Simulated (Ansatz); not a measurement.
TiH3, relaxed as a doublet with UKS PBE-D4/def2-TZVP in Ansatz, starting from the GFN2-xTB geometry. Force threshold 0.02 eV/Å.

Start:

```xyz
4

Ti    0.000    0.000    0.000
H     1.297   -1.087   -0.089
H     0.199    1.602   -0.516
H    -1.497   -0.516    0.606
```

| step | energy (eV) | largest force component (eV/Å) | SCF passes |
| --- | --- | --- | --- |
| 1 | -23154.4937 | 0.423 | 96 |
| 2 | -23154.5178 | 0.044 | 53 |
| 3 | -23154.5181 | 0.002 | 50 |
| 4 | -23154.5186 | 0.024 | 56 |
| 5 | -23154.5327 | 0.045 | 48 |
| 6 | -23154.5329 | 0.041 | 37 |
| 7 | -23154.5335 | 0.001 | 42 |

Force components are those of the run's own axes.

End:

```xyz
4

Ti    0.0728    0.0677    0.2376
H     1.2752   -1.1100   -0.1670
H     0.1748    1.5806   -0.5975
H    -1.5227   -0.5384    0.5269
```

By distances, no bond broke or formed. The bond that changes most is Ti1–H2, from 1.70 to 1.73 Å (atoms count from 1).

The force fell under the threshold at step 3, but the optimiser went on and released 0.015 eV more. No frequencies were taken in this run, so the end may be a saddle point.

Hardware: 4 threads of AMD EPYC 9R45 on a shared host. Wall time 2.2 s.
